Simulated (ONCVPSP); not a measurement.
**neon (Ne): from the effect back to the setting (ONCV)**

Base potential:

Ne (Z = 10), optimised norm-conserving Vanderbilt (ONCV), made with ONCVPSP 4.0.1 (PW91, scalar-relativistic). Core [He], reference 2s2 2p6. Waves: 2s: rc 0.65 bohr, ncon 5, nbas 10, qcut 8.7 1/bohr, 2 projectors, debl 3.6 Ha; 2p: rc 0.85 bohr, ncon 5, nbas 9, qcut 15.3 1/bohr, 1 projector; d scattering state at 0.13 Ha: rc 0.95 bohr, ncon 3, nbas 6, qcut 9.4 1/bohr, 2 projectors, debl 2.6 Ha. Local part: polynomial inside 0.65 bohr (lpopt 5, dvloc0 -1 Ha). Core correction: Teter function, fcfact 1.75, rcfact 1.15.

Cutoffs, loose and tight: the cutoffs (Ha) at which the residual kinetic energy of the hardest occupied pseudo-wave falls to 1 and 0.1 mHa per electron. They do not see the model core or the augmentation charge, which bear on the density cutoff. Test errors are all-electron minus pseudo excitation energies from the reference, over the configurations 2s2 2p5; 2s2 2p4; 2s2 2p3; 2s2 2p2; variants that change the core or the reference have their own tests.

Only the qcut of the s channel is moved:

```json
{"qcut of the s channel (1/bohr)": "5.2", "cutoff, loose": "631 Ha", "cutoff, tight": "724 Ha", "bound ghosts": "none", "largest test error (meV)": "+329"}
{"qcut of the s channel (1/bohr)": "6.1", "cutoff, loose": "623 Ha", "cutoff, tight": "720 Ha", "bound ghosts": "none", "largest test error (meV)": "+327"}
{"qcut of the s channel (1/bohr)": "6.9", "cutoff, loose": "612 Ha", "cutoff, tight": "713 Ha", "bound ghosts": "none", "largest test error (meV)": "+321"}
{"qcut of the s channel (1/bohr)": "7.9", "cutoff, loose": "580 Ha", "cutoff, tight": "700 Ha", "bound ghosts": "none", "largest test error (meV)": "+310"}
{"qcut of the s channel (1/bohr)": "8.8", "cutoff, loose": "496 Ha", "cutoff, tight": "680 Ha", "bound ghosts": "none", "largest test error (meV)": "+302"}
{"qcut of the s channel (1/bohr)": "9.8", "cutoff, loose": "228 Ha", "cutoff, tight": "646 Ha", "bound ghosts": "none", "largest test error (meV)": "+288"}
{"qcut of the s channel (1/bohr)": "10.3", "cutoff, loose": "180 Ha", "cutoff, tight": "623 Ha", "bound ghosts": "none", "largest test error (meV)": "+283"}
{"qcut of the s channel (1/bohr)": "12.1", "cutoff, loose": "90 Ha", "cutoff, tight": "238 Ha", "bound ghosts": "none", "largest test error (meV)": "+269"}
{"qcut of the s channel (1/bohr)": "12.8", "cutoff, loose": "90 Ha", "cutoff, tight": "131 Ha", "bound ghosts": "none", "largest test error (meV)": "+264"}
```

Task: One more run gave cutoff, loose: 90 Ha; cutoff, tight: 401 Ha; bound ghosts: none; largest test error (meV): +272. Which value of the qcut of the s channel was used?

Result: 11.5 1/bohr. The tight cutoff moves one way along this sweep, from 724 Ha at 5.2 to 131 Ha at 12.8 1/bohr, which places the run between 10.3 and 12.1 1/bohr.
